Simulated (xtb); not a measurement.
WO₃, SMILES [W](=[O])(=[O])=[O], multiplicity 1. All values are semi-empirical tight-binding results from xtb (GFN2-xTB unless named), good for trends rather than for accurate numbers. Coordinates come from a GFN2-xTB optimisation. The spin state was assumed, not searched. The isomer is the one that the SMILES or the coordinates give; other isomers of the formula were not compared.

Optimised geometry:

```xyz
4

W      0.0000     0.0000     0.0000
O      1.7314     0.0000     0.0000
O     -0.8657    -1.4994     0.0000
O     -0.8657     1.4994     0.0000
```
Charge 0, spin multiplicity 1.

A frequency run showed that this geometry is not a minimum.

For metal compounds this method's bond lengths and energies can be far off.

```yaml
point_group_as_xtb_finds_it: D3h
orbital_gap: 1.90 eV
```

Computed atomic charges and the Wiberg bond orders between heavy atoms:
charges (e) W1 1.60, O2 -0.53, O3 -0.53, O4 -0.53. Bond orders W1–O2 1.87, W1–O3 1.87, W1–O4 1.87.
